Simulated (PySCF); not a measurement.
Computed properties of chloro(disilanyl)silane (ClH7Si3), SMILES [SiH3][SiH2][SiH2]Cl

chloro(disilanyl)silane (ClH7Si3), SMILES [SiH2]([SiH3])[SiH2]Cl. Geometry: B3LYP-D3(BJ)/def2-SVP. One conformer was computed; it need not be the lowest. All values are computed for the isolated molecule unless a solvent is named; none is compared with measurement here.

**Structure.** All 27 harmonic modes at B3LYP-D3(BJ)/def2-SVP (PySCF) are real, so it is a minimum. With heavy atoms numbered as in [SiH3:1][SiH2:2][SiH2:3][Cl:4], the shortest bond between them is Si3–Cl4 at 2.096 Å and the longest Si1–Si2 at 2.352 Å.

**Vibrations.** The strongest infrared lines (harmonic, unscaled, degenerate partners summed) lie at 881 cm⁻¹ (256 km/mol, H 91 %, Si 9 %), 824 cm⁻¹ (181 km/mol, H 89 %, Si 11 %), 720 cm⁻¹ (180 km/mol, H 91 %, Si 9 %). The softest mode is at 39 cm⁻¹ and the zero-point energy is 38.1 kcal/mol.

**Electronic structure.** CAM-B3LYP/def2-TZVP (PySCF) places the frontier levels at -9.25 and 0.31 eV, a gap of 9.56 eV, and gives a dipole moment of 1.48 D and a mean polarisability of 97.3 bohr³. PBE/def2-TZVP (PySCF) at the same geometry gives -6.89 and -1.60 eV, so its gap is 4.27 eV narrower. An orbital gap is neither the optical nor the fundamental gap.

**Excitations.** TDDFT-CAM-B3LYP/def2-SVPD (PySCF) has S1 at 6.19 eV (200 nm, f = 0.023, weak); the most intense of the 10 singlets computed lies at 7.65 eV (f = 0.25). T1 (TDA) is at 5.57 eV. TDDFT-PBE/def2-SVPD (PySCF) puts S1 at 5.53 eV. No vertical singlet excitation falls in the visible range (under 3.1 eV).

**NMR.** GIAO shifts at HF/pcSseg-1 (PySCF) (non-relativistic, atoms alike by connectivity averaged): ¹H from 3.5 to 5.1 ppm against TMS; ²⁹Si from -95.9 to -18.0 ppm against TMS. Without spin–orbit terms, shifts of atoms bonded to Cl or Br come out too high.

**Solvation.** SMD-B3LYP/def2-SVP (PySCF) gives 2.9 kcal/mol in water, -1.7 kcal/mol in 1-octanol, -1.8 kcal/mol in toluene (1 M in both phases, gas-phase geometry).
